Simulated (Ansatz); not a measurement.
Cost and result up the ladder for Si₁₇H₂₅, a doped nanocrystal cut from the lattice of silicon (interstitial H) (42 atoms). Charge 0, multiplicity 2. Geometry: PBE-D4/def2-SVP.

```xyz
42

Si    3.187    2.220    2.135
Si   -1.138    2.133    2.167
Si   -0.538   -0.732   -3.915
Si   -2.700    0.601   -0.958
Si    0.978    0.690   -0.812
Si    1.147   -1.061    2.599
Si   -0.564   -2.672   -0.524
Si   -2.661   -1.325    2.405
Si    2.943    1.940   -0.192
Si    1.272    0.572   -3.165
Si   -0.929    1.937   -0.168
Si    3.057    0.149    3.250
Si   -0.872    0.014    3.154
Si   -2.548    0.345   -3.298
Si   -0.436   -2.852   -2.874
Si   -2.551   -1.530    0.060
Si    1.251   -1.404    0.275
H     4.523    2.861    2.428
H     2.109    3.141    2.641
H    -2.543    2.604    2.462
H    -0.175    3.141    2.737
H    -0.521   -0.925   -5.417
H    -4.043    1.204   -0.597
H     1.151   -2.408    3.287
H    -0.597   -4.051    0.102
H    -3.967   -0.687    2.812
H    -2.578   -2.690    3.043
H     2.889    3.274   -0.897
H     4.122    1.168   -0.732
H     1.270    1.964   -3.746
H     2.610   -0.061   -3.461
H    -0.888    3.293   -0.836
H     3.077    0.361    4.743
H     4.277   -0.658    2.875
H    -0.940    0.158    4.658
H    -2.629    1.695   -3.969
H    -3.716   -0.481   -3.783
H    -1.592   -3.691   -3.366
H     0.841   -3.553   -3.267
H    -3.725   -2.357   -0.418
H     2.596   -1.976   -0.114
H    -0.450   -0.352   -1.324
```

Ansatz on 2 threads of AMD EPYC 7R13 on a shared host and a share (18 GiB) of an NVIDIA H100 80GB HBM3. Times are rough, and most runs start from the orbitals of an earlier one. PBE0-D4/def2-TZVP serves as the yardstick here, not as an exact answer. Differences are given only for rows in sets of like size (and for xTB, whose basis is part of the method), since another set adds its own error. Binding counts from free atoms at the same level (Si triplet, H doublet; other spins of the atoms weren't run), without zero-point energy or a counterpoise term.

Correlated methods freeze 85 core orbitals. The rows differ in basis, and correlated rows in double-zeta sets carry the largest basis error. Single mean-field runs in def2-SVP, def2-TZVP are fitted with def2-universal-jkfit.

Correlated methods converge slowly with the basis, most of all in double-zeta sets.

| level | functions | wall time | binding energy per atom (eV) | difference from PBE0-D4/def2-TZVP (eV) |
| --- | --- | --- | --- | --- |
| HF/STO-3G | 178 | 2.8 s | 3.55 | – |
| PBE0-D4/def2-SVP | 431 | 6 s | 3.18 | – |
| MP2/def2-SVP | 431 | 6.5 s | 2.92 | – |
| PBE-D4/def2-SVP | 431 | 7 s | 3.19 | – |
| HF/def2-TZVP | 779 | 7.5 s | 2.33 | -0.86 |
| revPBE-D4/def2-TZVP (with forces) | 779 | 8.5 s | 3.15 | -0.03 |
| PBE0-D4/def2-TZVP | 779 | 9 s | 3.19 | 0.00 |
| PBE-D4/def2-TZVP | 779 | 9.5 s | 3.19 | 0.00 |
| r2SCAN-D4/def2-TZVP (with forces) | 779 | 14 s | 3.20 | 0.02 |
| r2SCANh-D4/def2-TZVP | 779 | 14 s | 3.19 | 0.01 |
